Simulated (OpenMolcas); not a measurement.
Cl III: Slater's ratio, worked from levels

- Program: OpenMolcas 26.06
- Basis: ANO-L-VTZP [5s4p2d1f]
- Scalar Hamiltonian: non-relativistic, point nucleus
- Active space: 5 electrons in 4 orbitals (3s 3p)
- State averaging: 2S+1 = 4 odd, 1 root; 2S+1 = 2 odd, 11 roots; 2S+1 = 4 even, 3 roots; 2S+1 = 2 even, 9 roots
- Spin-orbit coupling: RASSI with atomic mean-field integrals over the reference wave functions, term energies averaged over their components

Methods: CASSCF; MS-CASPT2, IPEA 0.25 Eh, imaginary shift 0.1 Eh (closed shells correlated: 2s 2p). Measured levels: Moore, Atomic Energy Levels, vol. I, NSRDS-NBS 35 (1971 reprint of NBS Circular 467, 1949).

**Slater's ratio.** With one set of orbitals, p3 has ²D° - ⁴S° = 9 F2 and ²P° - ²D° = 6 F2 (F2 = F²/25), a ratio of 2/3. Term energies are centres of gravity, weighted by 2J + 1.

```json
{"Source": "CASSCF", "²D° - ⁴S°": "22664", "²P° - ⁴S°": "31269", "F2 from the first": "2518", "Ratio": "0.380"}
{"Source": "MS-CASPT2", "²D° - ⁴S°": "19045", "²P° - ⁴S°": "30486", "F2 from the first": "2116", "Ratio": "0.601"}
{"Source": "measured", "²D° - ⁴S°": "18093", "²P° - ⁴S°": "29875", "F2 from the first": "2010", "Ratio": "0.651"}
```

Energies in cm-1. A ratio away from 2/3 shows effects beyond one configuration with one set of orbitals, and in heavier atoms second-order spin-orbit shifts. In CASSCF the valence s occupation is 1.95 in ²P° against 2.00 in ²D°: mixing out of s² acts most on ²P° and pulls it down.

CASPT2 does not keep the components of a term degenerate, so their means are used; among the terms shown or strongly mixed into the levels shown the widest spread is 450 cm-1 (3s² 3p³ ²D°, MS-CASPT2). Over all roots computed the reference weight is 0.87 to 0.96 in MS-CASPT2; the roots of lowest weight are the least certain, and an intruder state may touch them. Measured partners are found by configuration, term and J. A level has none where our copy of the source lacks it or the pairing is in doubt (some pairs that miss far off the trend of their configuration count as doubtful), and it then counts in no deviation. Only configurations of the active space appear.

° marks odd parity.
